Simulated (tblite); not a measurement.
Compound: C₇H₇O (doublet state).
Bonds: C1–C2, C2–C3 (aromatic), C3–C4 (aromatic), C4–C5 (aromatic), C5–O6, C5–C7 (aromatic), C7–C8 (aromatic), C2–C8 (aromatic). Hydrogens: H9, H10, H11 on C1; H12 on C3; H13 on C4; H14 on C7; H15 on C8.
Bond orders are those of one Lewis drawing.

Computed with GFN2-xTB (tblite), gas phase: L-BFGS steps from a force-field or distance-geometry start until the largest atomic force falls under 0.01 eV/Å.

Step 8: E = -613.7947 eV
```
atom  x, y, z in Å  |  force x, y, z in eV/Å
C1      2.1991   -0.1835   -0.2304    0.051   0.000   0.032
C2      0.7239   -0.0385   -0.0948    0.070  -0.048   0.024
C3     -0.0715   -1.1937    0.0004   -0.013   0.001  -0.003
C4     -1.4227   -1.1137    0.1458   -0.012   0.010  -0.011
C5     -2.0972    0.1705    0.2093   -0.015  -0.027  -0.004
O6     -3.3240    0.2585    0.3331   -0.082   0.037   0.011
C7     -1.2418    1.3394    0.1205    0.009  -0.054  -0.009
C8      0.1097    1.2203   -0.0223   -0.017  -0.022  -0.006
H9      2.4460   -0.9515   -0.9648   -0.012   0.067   0.024
H10     2.6154   -0.5089    0.7260    0.024   0.010  -0.023
H11     2.6768    0.7536   -0.5075   -0.038  -0.025  -0.013
H12     0.4182   -2.1570   -0.0417   -0.019  -0.023  -0.014
H13    -2.0408   -1.9973    0.2153    0.026   0.030   0.005
H14    -1.7221    2.3045    0.1692   -0.002   0.011   0.010
H15     0.7265    2.1053   -0.0799    0.031   0.032  -0.022
```

Step 9: E = -613.7954 eV
```
atom  x, y, z in Å  |  force x, y, z in eV/Å
C1      2.2002   -0.1832   -0.2294    0.022   0.000   0.026
C2      0.7245   -0.0400   -0.0943    0.050  -0.015   0.028
C3     -0.0729   -1.1944    0.0001    0.003   0.019  -0.002
C4     -1.4248   -1.1127    0.1454    0.037  -0.011  -0.008
C5     -2.0997    0.1710    0.2100   -0.022  -0.029  -0.018
O6     -3.3271    0.2597    0.3333   -0.030   0.037   0.010
C7     -1.2418    1.3383    0.1197    0.008  -0.025   0.000
C8      0.1101    1.2196   -0.0230   -0.012  -0.020  -0.003
H9      2.4457   -0.9501   -0.9641    0.001   0.047   0.005
H10     2.6191   -0.5081    0.7252    0.022   0.001   0.000
H11     2.6770    0.7538   -0.5069   -0.038  -0.012  -0.018
H12     0.4183   -2.1575   -0.0423   -0.045  -0.010  -0.011
H13    -2.0394   -1.9981    0.2155    0.000   0.022   0.004
H14    -1.7215    2.3041    0.1697    0.004   0.003   0.005
H15     0.7280    2.1056   -0.0808   -0.001  -0.007  -0.019
```

Step 10: E = -613.7958 eV
```
atom  x, y, z in Å  |  force x, y, z in eV/Å
C1      2.2012   -0.1830   -0.2284    0.001   0.001   0.018
C2      0.7255   -0.0410   -0.0934    0.018   0.010   0.026
C3     -0.0735   -1.1945   -0.0001    0.029   0.015  -0.001
C4     -1.4253   -1.1122    0.1451    0.021  -0.017  -0.003
C5     -2.1016    0.1707    0.2101   -0.012  -0.010  -0.020
O6     -3.3291    0.2610    0.3335    0.007   0.026   0.007
C7     -1.2419    1.3373    0.1193    0.009  -0.011   0.003
C8      0.1104    1.2188   -0.0234   -0.010  -0.014   0.001
H9      2.4457   -0.9485   -0.9637    0.012   0.023  -0.011
H10     2.6214   -0.5077    0.7249    0.027  -0.004   0.019
H11     2.6763    0.7538   -0.5071   -0.029   0.007  -0.018
H12     0.4176   -2.1581   -0.0428   -0.054  -0.001  -0.009
H13    -2.0387   -1.9980    0.2157   -0.008   0.013   0.002
H14    -1.7211    2.3038    0.1701    0.010  -0.007   0.002
H15     0.7287    2.1056   -0.0816   -0.021  -0.031  -0.016
```

Task: Estimate the geometry and energy of step 11. (The exact step hangs on the optimiser's Hessian estimate; all steps are aligned on step 10, rigid shifts and turns removed.)

Result: E = -613.7961 eV, largest force 0.052 eV/Å
```
atom  x, y, z in Å  |  force x, y, z in eV/Å
C1      2.2021   -0.1828   -0.2273   -0.008   0.004   0.010
C2      0.7268   -0.0416   -0.0922   -0.010   0.015   0.021
C3     -0.0734   -1.1943   -0.0003    0.015   0.011   0.004
C4     -1.4255   -1.1120    0.1447    0.014  -0.005  -0.003
C5     -2.1031    0.1703    0.2098    0.002   0.007  -0.014
O6     -3.3307    0.2626    0.3339    0.035   0.011   0.002
C7     -1.2419    1.3362    0.1190   -0.005   0.007   0.003
C8      0.1104    1.2179   -0.0237    0.003  -0.004   0.005
H9      2.4458   -0.9468   -0.9636    0.018   0.003  -0.020
H10     2.6238   -0.5075    0.7249    0.029  -0.006   0.027
H11     2.6752    0.7540   -0.5075   -0.017   0.024  -0.014
H12     0.4159   -2.1586   -0.0435   -0.046  -0.005  -0.007
H13    -2.0383   -1.9978    0.2159   -0.014  -0.001   0.000
H14    -1.7206    2.3034    0.1704    0.016  -0.019  -0.002
H15     0.7289    2.1050   -0.0826   -0.031  -0.040  -0.013
```

The energy changes by -0.0003 eV. The first-order estimate −F·Δx gives -0.0004 eV and the mean of the old and new forces, exact on a quadratic surface, -0.0003 eV. The step makes an angle of 48° with the force vector and moves no atom by more than 0.002 Å.

What follows is the cost of the whole relaxation. The run took 0.12 s on Arm Neoverse V2, one thread, on a shared host.
